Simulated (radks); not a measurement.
Task: The table gives one normalised radial function P(r) = r R(r) of Ti4+ in [He] 2s2 2p4 3s2 3p6 4s2 (r in bohr). All-electron calculation, non-relativistic Kohn-Sham, BLYP, spin-polarised, spherical densities, point nucleus; open shells are filled with parallel spins first. Program: a radial shooting solver on a logarithmic mesh with Libxc functionals.

r,P
0.00229,0.0552
0.003362,0.0791
0.004897,0.1113
0.00719,0.1551
0.01047,0.2094
0.01537,0.2736
0.02257,0.3360
0.03287,0.3720
0.04826,0.3410
0.07085,0.1883
0.1032,-0.1049
0.1515,-0.4727
0.2207,-0.6541
0.324,-0.3363
0.4756,0.4734
0.6927,1.1330
1.017,1.0393
1.493,0.4620
2.175,0.0942
3.193,0.0062
4.65,0.0001
6.827,0.0000

Which n and l does it have? It may be an empty orbital.

Result: n = 3, l = 0: the number of nodes gives n - l - 1 = 2, the rise at small r (about r^(l+1)) gives l, and the extent must fit the shell. The curve is that of 3s up; the table hardly tells the two spins apart. 3s up: eigenvalue -141.78 eV, 2 radial nodes at r = 0.0918, 0.386 bohr, <r> = 0.896 bohr, 90 % of the charge inside 1.32 bohr.
